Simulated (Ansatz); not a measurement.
Isolated molecules relaxed with PBE0-D4/def2-TZVP in Ansatz; ΔE leaves out vibrations. CBS: MP2 limit from def2 TZ/QZ plus the TZ coupled-cluster correction, frozen cores. This one scheme is used for every species. Each species was taken in one conformer, which may not be the lowest.

Reaction (ligand exchange at the Al–C bond): `N#[C][Al]([F])[F]` + `CC(C)N` → `CC(C)[NH][Al]([F])[F]` + `C#N`

`N#[C][Al]([F])[F]`:

Cartesian coordinates in Å:
```
N 0.288 -2.220 -0.818
C 0.149 -1.146 -0.422
Al -0.081 0.628 0.231
F 0.633 1.060 1.628
F -0.988 1.678 -0.619
```

`CC(C)N`:

```xyz
13

C     1.039    0.921   -0.026
C     0.165   -0.320   -0.024
C    -0.972   -0.195    0.973
N    -0.396   -0.502   -1.358
H     1.858    0.827   -0.744
H     0.446    1.797   -0.303
H     1.477    1.092    0.960
H     0.793   -1.174    0.283
H    -0.589   -0.056    1.986
H    -1.597   -1.093    0.972
H    -1.605    0.658    0.716
H     0.343   -0.614   -2.042
H    -0.963   -1.340   -1.394
```

`CC(C)[NH][Al]([F])[F]`:

Cartesian coordinates in Å:
```
C -0.660 1.663 0.245
C 0.205 0.443 0.523
C -0.620 -0.690 1.099
N 0.898 0.015 -0.683
Al 0.943 -1.495 -1.569
F 1.843 -1.552 -2.942
F 0.159 -2.866 -1.124
H -1.131 2.027 1.162
H -0.066 2.480 -0.172
H -1.446 1.416 -0.474
H 0.953 0.726 1.277
H -1.114 -0.372 2.020
H -0.002 -1.561 1.332
H -1.395 -1.006 0.394
H 1.433 0.772 -1.087
```

`C#N`:

Z-matrix (Å, degrees):
```
C
N 1 1.146
H 1 1.069 2 180.0
```

| species | CCSD(T)/CBS(def2) energy (Eh) |
| --- | --- |
| `N#[C][Al]([F])[F]` | -534.51064 |
| `CC(C)N` | -174.28253 |
| `CC(C)[NH][Al]([F])[F]` | -615.48423 |
| `C#N` | -93.32098 |

Question: Work out ΔE.

Answer: ΔE = (-615.48423) + (-93.32098) − (-534.51064) − (-174.28253) = -0.01204 Eh = -31.6 kJ/mol.

Largest T1 diagnostic among the species: 0.014.

The D4 term adds −8.1 kJ/mol with B3LYP and −4.7 kJ/mol with PBE0; it sums over pairs of atoms, weighted by their polarisabilities, and B3LYP, whose exchange is more repulsive, gets the larger term. In def2-TZVPP, CCSD(T) changes the Hartree–Fock value by −8.6 kJ/mol (the triples alone add −0.5 kJ/mol) and MP2 by −9.5 kJ/mol.

B3LYP here is the variant with VWN-RPA as its local correlation; programs differ in this.
